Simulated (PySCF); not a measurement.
GeHCl + O₂ → GeO₂ + HCl

Level: PBE0 in the def2-TZVP basis family, all electrons, no relativity, computed in PySCF with density fitting; open shells unrestricted.

```csv
species,state and structure,ZPE (kJ/mol),H(298 K) − H(0) (kJ/mol),S° (J/(mol K))
GeHCl,"singlet, Cs, Ge–Cl 2.183 Å, Ge–H 1.601 Å; Cl–Ge–H 93.7°",18.2,11.0,264.4
O₂,"triplet, D∞h, O–O 1.193 Å",10.3,8.7,204.9
GeO₂,"singlet, D∞h, Ge–O 1.613 Å (×2)",14.7,11.7,244.7
HCl,"singlet, C∞v, H–Cl 1.279 Å",17.9,8.7,186.6
```

(1) Is the gas-phase reaction uphill or downhill in electronic energy at this level, and by how much?

(2) Add zero-point, thermal and entropy terms for 298.15 K and 1 bar.

Answers

(1) At PBE0/def2-TZVP, ΔE = -170.1 kJ/mol, downhill. 

(2) ΔZPE = 4.1 and Δ[H(298) − H(0)] = 0.7 kJ/mol give ΔH° = -165.3 kJ/mol. ΔS° = -38.0 J/(mol K), so ΔG° = -165.3 − 298.15 × (-0.0380) = -154 kJ/mol.

Each species is the lowest minimum found with this bonding; other isomers or fragments can lie lower.
